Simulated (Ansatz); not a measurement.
The same path of CH7AlFGeN (12 atoms, charge 0, multiplicity 1) was run twice with different band settings. Lost on the way: C2–H6. Made: Al3–H6.

Computed with Ansatz, RHF/def2-SVP.

Relaxed end points:

```xyz
12
Properties=species:S:1:pos:R:3
F -1.582 -0.442 -0.701
C -0.363 0.287 -0.649
Al -0.995 2.181 -0.769
N 0.377 -0.032 0.510
Ge 1.066 -1.723 0.797
H 0.185 -0.058 -1.526
H -1.386 2.890 0.588
H -1.116 2.912 -2.162
H 0.059 0.437 1.338
H 2.162 -1.590 1.862
H 0.018 -2.732 1.286
H 1.652 -2.185 -0.540
```

```xyz
12
Properties=species:S:1:pos:R:3
F -1.218 -0.998 -0.625
C -0.532 0.078 -0.367
Al -1.062 2.038 -1.073
N 0.501 -0.177 0.361
Ge 1.058 -1.876 1.036
H -0.993 1.867 -2.662
H -2.495 2.277 -0.404
H 0.188 2.789 -0.379
H 1.040 0.648 0.568
H 2.317 -1.529 1.821
H -0.063 -2.402 1.919
H 1.337 -2.770 -0.163
```

Common settings: spring 5.0 eV/Å²; optimiser quadratic models (default); start path through a guess of the saddle point; force threshold 0.05 eV/Å; iteration limit 60; end points relaxed.

| run | movable images | climbing image |
| --- | --- | --- |
| 1 | 5 | yes |
| 2 | 8 | no |

(1) What does each run give, and how far can it be trusted?

Results:

(1) Run 1: converged after 22 iterations, highest image 1.087 eV above the first end. A vibrational analysis at the climbing image gives one clearly imaginary mode, 893i cm⁻¹: a first-order saddle point.
Run 2: converged after 26 iterations, highest image 0.654 eV above the first end. The profile has 2 maxima (images 3, 6) with wells between them (image 4): this band takes more than one step, which may be the mechanism or a detour left from its start path. No image climbed, so the highest image needn't sit at the top of the path.
The orbitals stay closed-shell, which can raise the energy where a bond breaks towards radicals; this wasn't checked here.
